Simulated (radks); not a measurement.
Neutral xenon inside a hard spherical wall (all orbitals vanish at R), configuration held at [Xe] and not refilled when levels cross. All-electron calculation, scalar-relativistic Kohn-Sham, PBEsol, spin-polarised, spherical densities, point nucleus. Program: a radial shooting solver on a logarithmic mesh with Libxc functionals. Eigenvalues in eV for spin up, with the zero of energy where the potential of the charges vanishes at infinity; a dash marks a level that is unbound or too diffuse for the functional's potential to be trusted. A positive occupied level is held by the wall or, in an anion where self-interaction has pushed it up, behind a barrier. The pressure on the wall is -dE/dV.

| R (bohr) | E (hartree) | kinetic (hartree) | e(4p) | e(4d) | e(5s) | e(5p) | e(6s, empty) | e(5d, empty) | pressure (GPa) |
|---|---|---|---|---|---|---|---|---|---|
| free | -7444.25530 | 7828.065 | -141.07 | -59.314 | -19.780 | -8.243 | - | - | 0 |
| 15 | -7444.25530 | 7828.065 | -141.07 | -59.314 | -19.780 | -8.243 | - | - | < 0.0001 |
| 12 | -7444.25530 | 7828.065 | -141.07 | -59.313 | -19.780 | -8.243 | -0.236 | 1.619 | < 0.0001 |
| 8 | -7444.25451 | 7828.073 | -141.01 | -59.263 | -19.738 | -8.202 | 0.993 | 2.749 | 0.0448 |
| 7 | -7444.25159 | 7828.100 | -140.88 | -59.132 | -19.630 | -8.097 | 2.138 | 3.445 | 0.274 |
| 6 | -7444.23779 | 7828.208 | -140.44 | -58.697 | -19.284 | -7.744 | 4.515 | 4.703 | 1.77 |
| 5 | -7444.17097 | 7828.647 | -139.03 | -57.310 | -18.212 | -6.587 | 10.044 | 7.391 | 12.6 |
| 4 | -7443.82581 | 7830.506 | -134.68 | -53.065 | -14.886 | -2.718 | 24.847 | 14.285 | 105 |
| 2.5 | -7437.90271 | 7853.796 | -107.58 | -27.119 | 14.149 | 32.681 | 133.34 | 65.075 | 4770 |
| 2 | -7425.65612 | 7896.568 | -79.376 | 0.527 | 60.694 | 87.215 | 272.91 | 133.01 | 25300 |
| 1.5 | -7377.25500 | 8049.128 | -10.799 | 73.669 | 220.56 | 262.65 | 655.28 | 325.54 | 198000 |
